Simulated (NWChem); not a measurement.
# CsCl; SMILES [Cl][Cs]

All runs: NWChem. Medium grid unless said otherwise, to which SCAN and Minnesota functionals are sensitive. Coordinates come from a PBE0/def2-SVP optimisation. def2 effective core potentials on Cs; no spin-orbit coupling.

### Question
What does the run give for MN15/def2-SVP? Quantities: highest occupied level (eV); orbital gap (eV); dipole (D).

### Answer
highest occupied level (eV): -6.16
orbital gap (eV): 5.88
dipole (D): 10.04
